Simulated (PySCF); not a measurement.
**Computed properties of Be(Cl)(Et) (C2H5BeCl), SMILES [CH2]([Be][Cl])C**

C2H5BeCl, SMILES C[CH2][Be][Cl]. Coordinates come from a TPSSh-D3(BJ)/def2-SVP optimisation. One conformer was computed; it need not be the lowest. All values are computed for the isolated molecule unless a solvent is named; none is compared with measurement here.

**Structure.** The optimised structure has Cs symmetry. All 21 harmonic modes at TPSSh-D3(BJ)/def2-SVP (PySCF) are real, so it is a minimum. With heavy atoms numbered as in [Be:1]([Cl:2])[CH2:3][CH3:4], the shortest bond between them is C3–C4 at 1.544 Å and the longest Be1–Cl2 at 1.827 Å.

**Vibrations.** The strongest infrared lines (harmonic, unscaled, degenerate partners summed) lie at 1106 cm⁻¹ (159 km/mol, Be 56 %, H 31 %, C 10 %), 1266 cm⁻¹ (65 km/mol, C 42 %, H 41 %, Be 16 %), 615 cm⁻¹ (57 km/mol, H 66 %, C 21 %, Be 13 %). The softest mode is at 104 cm⁻¹ and the zero-point energy is 42.2 kcal/mol.

**Electronic structure.** ωB97X/def2-TZVPD (PySCF) places the frontier levels at -10.63 and 1.29 eV, a gap of 11.92 eV, and gives a dipole moment of 1.37 D and a mean polarisability of 53.9 bohr³.

**Excitations.** TDDFT-B3LYP/def2-SVPD (PySCF) has S1 at 6.51 eV (190 nm, f = 0.021, weak); the most intense of the 10 singlets computed lies at 6.89 eV (f = 0.06). T1 (TDA) is at 5.96 eV. No vertical singlet excitation falls in the visible range (under 3.1 eV).

**NMR.** GIAO shifts at HF/pcSseg-1 (PySCF) (non-relativistic, atoms alike by connectivity averaged): ¹³C from -0.3 to 11.4 ppm against TMS; ¹H from 0.3 to 1.4 ppm against TMS. Without spin–orbit terms, shifts of atoms bonded to Cl or Br come out too high.
